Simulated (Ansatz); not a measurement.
CH$_{8}$Si$_{2}$Te, SMILES `[SiH3]C([SiH3])[TeH]`. Total charge 0; spin multiplicity 1. Te: def2 effective core potential. The structure was optimised at the PBE0-D4/def2-TZVP level.

```xyz
12

Si    0.755   -0.292   -1.568
C    -0.574   -0.051   -0.267
Si    0.043    0.926    1.205
Te   -1.229   -2.004    0.362
H     0.330   -1.313   -2.564
H     1.000    0.992   -2.277
H     2.009   -0.747   -0.916
H    -1.436    0.458   -0.708
H     1.171    0.202    1.844
H     0.510    2.268    0.759
H    -1.049    1.106    2.199
H    -1.528   -1.546    1.932
```

What is the dipole moment at B3LYP/def2-TZVPP? (Estimate.)

Ansatz gave: 0.63 D, with components (-0.40, 0.44, -0.18) D in this frame, pointing from negative to positive charge.

And with PBE, r2SCAN, ωB97M-V? (Estimate.)

Ansatz gave: PBE 0.62 D, r2SCAN 0.67 D, ωB97M-V 0.62 D.

Give the Mulliken charges with B3LYP, r2SCAN, ωB97M-V in def2-TZVPP. (An estimate is asked.)

The calculation gave: 
```json
{"atom": "Si1", "B3LYP": "0.21", "r2SCAN": "0.24", "ωB97M-V": "0.12"}
{"atom": "C2", "B3LYP": "-0.27", "r2SCAN": "-0.26", "ωB97M-V": "-0.40"}
{"atom": "Si3", "B3LYP": "0.20", "r2SCAN": "0.22", "ωB97M-V": "0.11"}
{"atom": "Te4", "B3LYP": "0.09", "r2SCAN": "0.05", "ωB97M-V": "0.08"}
{"atom": "H5", "B3LYP": "-0.06", "r2SCAN": "-0.06", "ωB97M-V": "-0.02"}
{"atom": "H6", "B3LYP": "-0.06", "r2SCAN": "-0.06", "ωB97M-V": "-0.02"}
{"atom": "H7", "B3LYP": "-0.05", "r2SCAN": "-0.05", "ωB97M-V": "-0.01"}
{"atom": "H8", "B3LYP": "0.14", "r2SCAN": "0.12", "ωB97M-V": "0.17"}
{"atom": "H9", "B3LYP": "-0.04", "r2SCAN": "-0.04", "ωB97M-V": "0.00"}
{"atom": "H10", "B3LYP": "-0.06", "r2SCAN": "-0.06", "ωB97M-V": "-0.02"}
{"atom": "H11", "B3LYP": "-0.06", "r2SCAN": "-0.06", "ωB97M-V": "-0.01"}
{"atom": "H12", "B3LYP": "-0.04", "r2SCAN": "-0.02", "ωB97M-V": "-0.01"}
```

B3LYP here is the variant with VWN-RPA as its local correlation; programs differ in this.
